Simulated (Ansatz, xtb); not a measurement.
## Isomers of AlH6NO3 in order of energy

3 gas-phase structures of AlH6NO3, from a drawn sample of its isomers (lower ones may exist). Each was relaxed with GFN2-xTB; where two conformers were screened, the lower at r2SCAN-D4/def2-SVP is listed:

A. a singlet given by its coordinates
B. `O[NH2+][AlH-]([OH])[OH]`, a singlet
C. `[NH3+][Al-]([OH])([OH])[OH]`, a singlet

A (Å):

```yaml
atoms:
  - { symbol: Al, position_ang: [0.4378, 0.2705, 1.5977] }
  - { symbol: N, position_ang: [-1.0441, 2.3836, 1.5213] }
  - { symbol: O, position_ang: [-0.0409, 1.9185, 2.3651] }
  - { symbol: O, position_ang: [-1.1826, -0.1159, 1.1015] }
  - { symbol: O, position_ang: [1.3569, -0.6894, 2.5733] }
  - { symbol: H, position_ang: [-0.6307, 2.9378, 0.7654] }
  - { symbol: H, position_ang: [-1.7226, 2.9391, 2.0546] }
  - { symbol: H, position_ang: [-1.4295, 1.4574, 1.1290] }
  - { symbol: H, position_ang: [1.0963, 0.7428, 0.2904] }
  - { symbol: H, position_ang: [-1.8306, -0.7771, 0.8974] }
  - { symbol: H, position_ang: [1.9290, -1.0500, 3.2313] }
```

Close contacts (Å): Al1–O3 1.88, Al1–O4 1.74, Al1–O5 1.65, N2–O3 1.39, Al1–H9 1.54, N2–H6 1.02, N2–H7 1.03, N2–H8 1.08, O4–H10 0.95, O5–H11 0.94.

Estimate their order in r2SCAN-D4/def2-SVP energy at these geometries, lowest first.

Calculated order at r2SCAN-D4/def2-SVP: C (0.0), A (87.8), B (89.6) kcal/mol.

Energies above the lowest of each column, in kcal/mol; the last columns are at PBE0-D4/def2-SVP geometries:

| structure | GFN2-xTB | HF/STO-3G | r2SCAN-D4/def2-SVP | PBE0-D4/def2-SVP | CCSD(T)/def2-SVP + ΔMP2/def2-TZVPP |
| --- | --- | --- | --- | --- | --- |
| C | 0.0 | 0.0 | 0.0 | 0.0 | 0.0 |
| A | 69.9 | 70.8 | 87.8 | 80.3 | 92.4 |
| B | 55.5 | 67.3 | 89.6 | 76.6 | 87.0 |

Every level run on C puts it lowest or level with the lowest. CCSD(T)/def2-SVP + ΔMP2/def2-TZVPP orders those it was run on as C (0.0), B (87.0), A (92.4) kcal/mol. Flexible structures stand in one conformer each, not always the lowest. The ΔMP2 step shifts differences by up to 6.8 kcal/mol, which makes them less sure. ΔMP2 is the change of the MP2 energy from the smaller to the larger basis.

Programs: Ansatz 0.2.0, xtb 6.7.1.
